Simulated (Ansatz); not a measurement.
Geometry optimisation, DFT PBE-D3(BJ), scalar-relativistic, plane waves, PAW in Ansatz 0.2.0.

Input:

```yaml
crystal:
  lattice:
    - [8.1, 0.0, 0.0]
    - [0.0, 5.727565, 0.0]
    - [0.0, 0.0, 15.295674]
  atoms:
    - { symbol: Al, position: [0.25, 0.25, 0.06537796] }
    - { symbol: Al, position: [0.75, 0.25, 0.06537796] }
    - { symbol: Al, position: [0.25, 0.74999999, 0.06537796] }
    - { symbol: Al, position: [0.75, 0.74999999, 0.06537796] }
    - { symbol: Al, position: [0.0, 0.0, 0.15899209] }
    - { symbol: Al, position: [0.5, 0.0, 0.15899209] }
    - { symbol: Al, position: [0.0, 0.49999999, 0.15899209] }
    - { symbol: Al, position: [0.5, 0.49999999, 0.15899209] }
    - { symbol: Al, position: [0.25, 0.25, 0.25260622] }
    - { symbol: Al, position: [0.75, 0.25, 0.25260622] }
    - { symbol: Al, position: [0.25, 0.74999999, 0.25260622] }
    - { symbol: Al, position: [0.75, 0.74999999, 0.25260622] }
    - { symbol: Al, position: [0.0, 0.0, 0.34622036] }
    - { symbol: Al, position: [0.5, 0.0, 0.34622036] }
    - { symbol: Al, position: [0.0, 0.49999999, 0.34622036] }
    - { symbol: Al, position: [0.5, 0.49999999, 0.34622036] }
    - { symbol: O, position: [0.33333333, 0.66666666, 0.41029076] }
    - { symbol: H, position: [0.66666667, 0.66666666, 0.33772122] }
    - { symbol: H, position: [0.33746621, 0.50297773, 0.43644194] }
basis:
  ecutwfc: 420.0
kpoints:
  mp_grid: { grid: [2, 3, 1] }
hamiltonian:
  xc: pbe
  dispersion: d3bj
  pseudopotentials: { kind: paw, azcp: { folder: soft_1 } }
scf:
  occupations: { method: gaussian, width: 0.15 }
  lower_state_search: "off"
relax:
  f_tol: 0.03
  max_steps: 60
  adjacent_minimum: "off"
  constraints: [{ sites: [0, 1, 2, 3] }]
```

Command:

```bash
$ ansatz run input.yaml --threads 1 --pin off --max-ram 3072MiB --backend cpu --events-out ev --progress --plain --runs-dir out
```

Problem. Where does it end, and by what steps?

Solution. The forces met the threshold. Limits of this set-up: coarse k mesh, thin slab, slab without dipole correction. After 17 steps the energy has fallen by 2.270 eV; H18 moved furthest, 1.30 Å. Parted: Al16–H18. Joined: Al14–O17.

```csv
step,energy less start (eV),largest force component (eV/Å),accepted
0,0.0000,2.128,yes
1,-0.9403,2.260,yes
2,-1.3317,2.576,yes
3,-1.5272,1.436,yes
4,-1.7047,0.558,yes
5,-1.8084,0.497,yes
6,-1.9031,0.528,yes
7,-1.9354,0.479,yes
8,-2.0400,0.348,yes
9,-2.1383,0.292,yes
10,-2.2240,0.375,yes
11,-2.2575,0.336,yes
12,-2.2574,0.241,no
13,-2.2575,0.335,yes
14,-2.2574,0.239,no
15,-2.2676,0.086,yes
16,-2.2700,0.034,yes
17,-2.2703,0.026,yes
```

```xyz
19
Lattice="8.1000 0.0000 0.0000 0.0000 5.7276 0.0000 0.0000 0.0000 15.2957" Properties=species:S:1:pos:R:3
Al 2.025 1.432 1.000
Al 6.075 1.432 1.000
Al 2.025 4.296 1.000
Al 6.075 4.296 1.000
Al -0.021 -0.035 2.304
Al 4.080 0.022 2.361
Al 0.013 2.843 2.265
Al 4.065 2.878 2.300
Al 2.025 1.371 3.703
Al 6.150 1.505 3.708
Al 2.035 4.226 3.636
Al 6.098 4.309 3.718
Al 0.108 -0.042 4.999
Al 4.015 -0.115 5.143
Al 0.066 2.856 4.984
Al 4.030 2.545 5.022
O 3.726 3.994 6.211
H 5.691 5.085 5.274
H 2.837 3.931 6.615
```

Time of the run: 2.6 min on 1 thread of Intel(R) Xeon(R) Platinum 8259CL CPU @ 2.50GHz (Skylake/Cascade Lake), on a shared host, peak memory 0.71 GiB.
